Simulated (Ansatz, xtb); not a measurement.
## Relative energy of two isomers of C3H4BNO

We compare a, `Bc1cnco1`, a singlet, with b, `Bc1cocn1`, a singlet. Both are isolated molecules in the gas phase, relaxed with PBE0-D3(BJ)/def2-SVP; the shapes shown needn't be the lowest conformers.

a (Å):

```xyz
10

C    -0.5805   -0.3859    0.7864
C     0.1475   -1.4597    0.3117
C    -0.0180   -0.1072   -1.2774
B    -1.2079   -0.0709    2.1301
N     0.4950   -1.2691   -0.9915
O    -0.6673    0.4802   -0.2868
H    -1.0851   -0.8822    3.0148
H    -1.8101    0.9578    2.3077
H     0.4300   -2.3567    0.8626
H     0.0315    0.4209   -2.2298
```

b (Å):

```tsv
atom	x (Å)	y (Å)	z (Å)
C	-0.5947	-0.3338	0.7797
C	-0.0873	-1.4771	0.2079
C	0.1468	0.1422	-1.1618
B	-1.2297	-0.2035	2.1653
N	-0.4180	0.6957	-0.1548
O	0.3809	-1.1890	-1.0116
H	-1.3117	-1.1895	2.8607
H	-1.6413	0.8583	2.5599
H	-0.0024	-2.5077	0.5447
H	0.4601	0.5848	-2.1064
```

Which of the two would you expect CCSD(T)/def2-SVP + ΔMP2/def2-TZVPP electronic energies to favour?

Structure a; the calculation gives E(b) − E(a) = +14.0 kJ/mol.

How the difference moves with the method:

| level | geometry | E(b) − E(a) (kJ/mol) | departure from the last row (kJ/mol) | job, with rough time for the two |
| --- | --- | --- | --- | --- |
| GFN2-xTB | GFN2-xTB | +16.4 | +2.3 | optimisation, 0.1 s |
| HF/STO-3G | GFN2-xTB | +9.9 | −4.1 | single point, 0.32 s |
| r2SCAN-D4/def2-SVP | GFN2-xTB | +20.4 | +6.4 | single point, 4.2 s |
| PBE0-D3(BJ)/def2-SVP | PBE0-D3(BJ)/def2-SVP | +18.0 | +3.9 | optimisation, 34 s |
| HF/def2-SVP | PBE0-D3(BJ)/def2-SVP | +14.5 | +0.5 | part of the CCSD(T) run |
| MP2/def2-SVP | PBE0-D3(BJ)/def2-SVP | +13.8 | −0.3 | part of the CCSD(T) run |
| CCSD(T)/def2-SVP | PBE0-D3(BJ)/def2-SVP | +13.9 | −0.2 | single point |
| CCSD(T)/def2-SVP + ΔMP2/def2-TZVPP | PBE0-D3(BJ)/def2-SVP | +14.0 |  | single point, 30 s |

As drawn, both hold the same kinds of bond in the same numbers.

The levels shown agree on the order. The largest departure from CCSD(T)/def2-SVP + ΔMP2/def2-TZVPP is that of r2SCAN-D4/def2-SVP, 6.4 kJ/mol. The last row adds to CCSD(T) the change of the MP2 difference between the two basis sets, here +0.2 kJ/mol.

With harmonic frequencies from PBE0-D3(BJ)/def2-SVP (ideal gas, rigid rotor, one conformer each, 298.15 K, 1 atm): on the last row, ΔE + ΔZPE = +13.2, ΔH = +13.4, ΔG = +13.1 kJ/mol.

The correlated steps freeze 6 core orbitals. Run with Ansatz 0.2.0, xtb 6.7.1; the last row on 2 threads of Arm Neoverse V1 on a shared host.
